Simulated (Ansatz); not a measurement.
CH7NOSi2, SMILES `C=N[SiH](O)[SiH3]`. Charge 0, multiplicity 1. All single points use the PBE0-D4/def2-TZVP geometry. It is one conformer, not always the lowest.

```xyz
12

C     1.960    0.705   -1.019
N     0.708    0.641   -1.114
Si   -0.337   -0.543   -0.400
O     0.433   -1.777    0.389
Si   -1.636    0.593    1.180
H     2.574   -0.028   -0.473
H     2.511    1.526   -1.493
H    -1.136   -1.093   -1.529
H     0.677   -2.550   -0.123
H    -2.388    1.699    0.531
H    -0.757    1.164    2.236
H    -2.608   -0.337    1.816
```

Q: What is the dipole moment at B3LYP/def2-TZVPP? (An estimate is asked.)

A: Ansatz gave: 2.04 D, with components (1.48, -1.26, -0.63) D in this frame, pointing from negative to positive charge.

Q: And with PBE, r2SCAN, ωB97M-V? (Estimate.)

A: The calculation gave: PBE 1.94 D, r2SCAN 2.02 D, ωB97M-V 2.13 D.

Q: Give the Mulliken charges with B3LYP, PBE, ωB97M-V in def2-TZVPP. (Estimate.)

A: Ansatz gave: 
```json
{"atom": "C1", "B3LYP": "-0.09", "PBE": "-0.08", "ωB97M-V": "-0.08"}
{"atom": "N2", "B3LYP": "-0.27", "PBE": "-0.22", "ωB97M-V": "-0.30"}
{"atom": "Si3", "B3LYP": "0.53", "PBE": "0.44", "ωB97M-V": "0.46"}
{"atom": "O4", "B3LYP": "-0.40", "PBE": "-0.36", "ωB97M-V": "-0.39"}
{"atom": "Si5", "B3LYP": "0.14", "PBE": "0.09", "ωB97M-V": "0.04"}
{"atom": "H6", "B3LYP": "0.09", "PBE": "0.08", "ωB97M-V": "0.10"}
{"atom": "H7", "B3LYP": "0.11", "PBE": "0.09", "ωB97M-V": "0.11"}
{"atom": "H8", "B3LYP": "-0.10", "PBE": "-0.09", "ωB97M-V": "-0.06"}
{"atom": "H9", "B3LYP": "0.18", "PBE": "0.19", "ωB97M-V": "0.18"}
{"atom": "H10", "B3LYP": "-0.06", "PBE": "-0.04", "ωB97M-V": "-0.02"}
{"atom": "H11", "B3LYP": "-0.06", "PBE": "-0.04", "ωB97M-V": "-0.02"}
{"atom": "H12", "B3LYP": "-0.06", "PBE": "-0.05", "ωB97M-V": "-0.02"}
```

B3LYP here is the variant with VWN-RPA as its local correlation; programs differ in this.
